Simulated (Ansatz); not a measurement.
`CB(F)[CH2][AlH2]` + `C=C=C=N` → `C=C=C=[N][AlH2]` + `CB(C)F`  (ligand exchange at the Al–C bond)

Calculated with Ansatz (gas phase, PBE0-D4/def2-TZVP geometries, no zero-point term in ΔE). CBS: MP2 limit from def2 TZ/QZ plus the TZ coupled-cluster correction, frozen cores. Functionals use def2-TZVPP. B3LYP here is the variant with VWN-RPA as its local correlation; programs differ in this. HSE06 is defined as in plane-wave codes. One conformer a species, not always the lowest.

| level | ΔE (kcal/mol) | difference from CCSD(T)/CBS |
| --- | --- | --- |
| LDA (SPW92) | -22.2 | -0.1 |
| PBE-D4 | -21.6 | 0.5 |
| revPBE-D4 | -21.2 | 0.9 |
| BLYP-D4 | -24.1 | -2.0 |
| r2SCAN-D4 | -23.3 | -1.2 |
| B97M-V | -23.9 | -1.8 |
| PBE0-D4 | -21.9 | 0.2 |
| r2SCANh-D4 | -23.3 | -1.2 |
| BHLYP-D4 | -24.9 | -2.8 |
| CAM-B3LYP-D4 | -24.2 | -2.1 |
| ωB97X-V | -22.2 | -0.1 |
| ωB97M-V | -21.9 | 0.2 |
| B2PLYP | -24.8 | -2.7 |
| PBE-QIDH | -23.1 | -1.0 |
| PBE | -22.0 | 0.1 |
| revPBE | -22.0 | 0.1 |
| BLYP | -25.0 | -2.9 |
| r2SCAN | -23.5 | -1.4 |
| PBE0 | -22.3 | -0.2 |
| B3LYP | -25.0 | -2.9 |
| r2SCANh | -23.5 | -1.4 |
| r2SCAN0 | -23.5 | -1.4 |
| HSE06 | -22.3 | -0.2 |
| BHLYP | -25.6 | -3.5 |
| CAM-B3LYP | -24.7 | -2.6 |
| LC-ωPBE | -21.8 | 0.3 |
| RPA@PBE/def2-TZVPP | -21.1 | 1.0 |
| HF/def2-SVP | -27.8 | -5.7 |
| MP2/def2-SVP | -25.4 | -3.3 |
| CCSD/def2-SVP | -23.8 | -1.7 |
| CCSD(T)/def2-SVP | -23.6 | -1.5 |
| MP2/def2-TZVPP | -24.1 | -2.0 |
| SCS-MP2/def2-TZVPP | -24.2 | -2.1 |
| CCSD/def2-TZVPP | -22.6 | -0.5 |
| CCSD(T)/def2-TZVPP | -22.2 | -0.1 |
| HF/def2-QZVPP | -26.7 | -4.6 |
| MP2/def2-QZVPP | -24.1 | -2.0 |
| HF/CBS(def2) | -26.7 | -4.6 |
| MP2/CBS(def2) | -24.1 | -2.0 |
| CCSD/CBS(def2) | -22.5 | -0.4 |
| CCSD(T)/CBS | -22.1 | 0 |

(1) What do rigid-rotor, harmonic-oscillator terms from PBE0-D4/def2-TZVP frequencies (298.15 K, 1 bar) make of the CCSD(T)/CBS value? (An estimate is asked.)

Largest T1 diagnostic among the species: 0.016.

Results:

(1) Ansatz gave: ΔZPE = 0.0 kcal/mol, ΔH = -21.9 kcal/mol, ΔS = 2 J/(mol·K), ΔG = -22.0 kcal/mol. Modes under 50 cm⁻¹ make the entropy rough.

At CCSD(T), def2-SVP lies −1.5 kcal/mol from the extrapolated value and def2-TZVPP −0.1 kcal/mol. In def2-TZVPP, CCSD(T) changes the Hartree–Fock value by +4.4 kcal/mol (the triples alone add +0.4 kcal/mol) and MP2 by +2.5 kcal/mol. The D4 term adds +0.7 kcal/mol with B3LYP and +0.4 kcal/mol with PBE0; it sums over pairs of atoms, weighted by their polarisabilities, and B3LYP, whose exchange is more repulsive, gets the larger term.

CCSD(T)/CBS has its own doubt, a few kJ/mol and more with outer-core shells, so smaller differences from it don't rank the levels.
